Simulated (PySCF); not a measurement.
# Relaxation of singlet H₂PtO

Method: PySCF, PBE0, basis Pt def2-TZVP with ECP60, O def2-TZVP, H def2-TZVP (scalar-relativistic core potentials, no spin–orbit coupling, density fitting). A (50,194) grid was used.

A hand-made trigonal pyramidal start, of Cs symmetry, held to at least that symmetry:

```xyz
4
charge 0 multiplicity 1, angstrom
Pt    0.0528    0.0914   -0.0665
O    -0.6933   -1.2009    0.7269
H     1.4214    0.0915    0.6612
H    -0.6316    1.2766    0.6612
```

Problem. What does it relax to?

Solution. It ends at Cs with Pt–H 1.539 Å (×2), Pt–O 1.737 Å; H–Pt–H 84.7°, H–Pt–O 118.1° (×2) (after a last refinement on a finer grid). A frequency run shows a minimum. Other isomers or separated fragments may lie lower.

Problem. How much energy is released, and in how many steps?

Solution. 42.7 kJ/mol in 6 steps.

Spin–orbit coupling, left out here, can matter for elements this heavy.
